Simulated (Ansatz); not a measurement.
A nudged elastic band was laid between two geometries of Cl2FGeH (5 atoms, charge 0, multiplicity 1).

Method: RKS BLYP-D4/def2-mTZVP (Ansatz 0.2.0).

```yaml
movable_images: 6
climbing_image: no
spring: 5.0 eV/Å²
optimiser: quadratic models (default)
start_path: through a guess of the saddle point
force_threshold: 0.05 eV/Å
iteration_limit: 60
end_points: relaxed
```

First end point:

```xyz
5
Properties=species:S:1:pos:R:3
Ge 0.182 0.000 0.228
H 0.184 0.000 1.766
F 1.845 0.000 -0.345
Cl -0.764 1.776 -0.582
Cl -0.764 -1.776 -0.582
```

Last end point:

```xyz
5
Properties=species:S:1:pos:R:3
Ge -1.085 0.002 0.265
H 1.924 -0.005 1.696
F 1.583 0.003 0.815
Cl -0.867 1.740 -1.149
Cl -0.870 -1.740 -1.143
```

(1) Which bonds break or form, and what moves?

(2) What energy profile does the band end with?

(3) What is the geometry of the highest image?

Results:

(1) Bonds broken: Ge1–H2, Ge1–F3. Bonds formed: H2–F3. Cl2FGeH becomes Cl2Ge + FH.

(2) The run converged. The highest image is number 3 of 0 to 7, 46.4 kcal/mol above the first end and 32.8 kcal/mol above the last; the last end lies 13.6 kcal/mol above the first. No image climbed, so the highest image needn't sit at the top of the path. The orbitals stay closed-shell, which can raise the energy where a bond breaks towards radicals; this wasn't checked here.

```
image  path coordinate (Å)  energy (kcal/mol)  Ge1–H2 (Å)  Ge1–F3 (Å)  H2–F3 (Å)
    0                 0.00                0.0        1.54        1.76       2.69
    1                 0.40                5.5        1.53        1.76       2.33
    2                 0.80               25.2        1.55        1.83       1.89
    3                 1.20               46.4        1.63        2.00       1.47
    4                 1.61               31.9        1.88        2.21       1.06
    5                 2.01               18.3        2.36        2.51       0.95
    6                 2.41               14.6        2.85        2.60       0.95
    7                 2.81               13.6        3.33        2.72       0.95
```

(3) 
```xyz
5
Properties=species:S:1:pos:R:3
Ge -0.243 0.000 0.358
H 0.951 0.000 1.469
F 1.756 0.000 0.243
Cl -0.889 1.753 -0.793
Cl -0.889 -1.753 -0.793
```

Run time: 32 s on 4 threads of Arm Neoverse V2 (shared host), peak memory 0.15 GiB.
